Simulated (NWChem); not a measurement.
System: MoHO3F; SMILES [O]=[Mo](=[O])([OH])[F]

NWChem input:

```
start job
memory heap 200 mb stack 900 mb global 1100 mb
geometry units angstroms noautosym nocenter noautoz
  Mo     0.067195    -0.022249    -0.040565
  O      1.082587     0.022970    -1.361758
  O      1.019727    -0.152982     1.321659
  F     -0.932534     1.525124     0.041906
  O     -1.037376    -1.505706    -0.180232
  H     -1.199153    -2.186570     0.484397
end
basis spherical
  * library sto-3g
end
dft
  xc b3lyp
  iterations 150
end
property
  response 1 0.0773
end
task dft property
```

STO-3G and 3-21G are far too small for this property and stand as cheap habits. The geometry was optimised at PBE0/def2-SVP (def2 core potentials past Kr).

Field at 589 nm.

Q: Predict the main results of this run. (B3LYP/STO-3G, non-relativistic.) Quantities: isotropic polarisability (bohr³); anisotropy (bohr³).

A: 
```json
{
 "isotropic polarisability (bohr³)": "25.1",
 "anisotropy (bohr³)": "7.7"
}
```
